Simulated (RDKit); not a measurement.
RDKit input (UFF):

```python
from rdkit import Chem
from rdkit.Chem import AllChem, rdDetermineBonds

mol = Chem.MolFromXYZFile('mol.xyz')
rdDetermineBonds.DetermineBonds(mol, charge=1)
print('SMILES', Chem.MolToSmiles(Chem.RemoveHs(mol)))
ff = AllChem.UFFGetMoleculeForceField(mol)
e0 = ff.CalcEnergy()
flag = ff.Minimize(maxIts=5000, forceTol=1e-5)
print(f'energy {e0:.4f} -> {ff.CalcEnergy():.4f} kcal/mol, converged: {flag == 0}')
print(Chem.MolToXYZBlock(mol))
```
mol.xyz:
```
13

N     -0.14792300     1.62764400    -0.58665800
Si     0.11106900     0.03075400    -0.17940100
N      1.63004200    -0.29453200     0.43867700
N     -0.72667600    -1.06390500    -1.13508800
O     -0.81322200    -0.30687600     1.43581900
H     -0.69222000     1.91915800    -1.38322000
H      0.31176100     2.40123200    -0.13234100
H      2.45795400     0.09788500     0.01606900
H      1.84468400    -1.07703600     1.03712300
H     -0.33708400    -1.96334700    -1.37340800
H     -1.48884200    -0.81139500    -1.74564300
H     -1.70265400    -0.68910900     1.37098500
H     -0.73088700     0.26261500     2.21698800
```

Output:

```
SMILES N[Si](N)(N)[OH2+]
energy 84.0339 -> -1.3939 kcal/mol, converged: True
13

N     -0.451557    1.706560   -0.337150
Si    -0.034474    0.002529    0.018768
N      1.740491   -0.154888    0.185243
N     -0.602195   -1.040323   -1.320231
O     -0.790435   -0.483010    1.482522
H      0.059580    1.966625   -1.210007
H     -0.046287    2.284050    0.432936
H      2.153459    0.085805   -0.743362
H      1.939615   -1.166671    0.350803
H     -0.396278   -2.025985   -1.043040
H     -1.641916   -0.947926   -1.354979
H     -1.746718   -0.257262    1.358994
H     -0.467284    0.163584    2.159407
```

The dipole moment of an ion depends on the origin.

The geometry given is a B3LYP-D3(BJ)/def2-TZVP minimum.
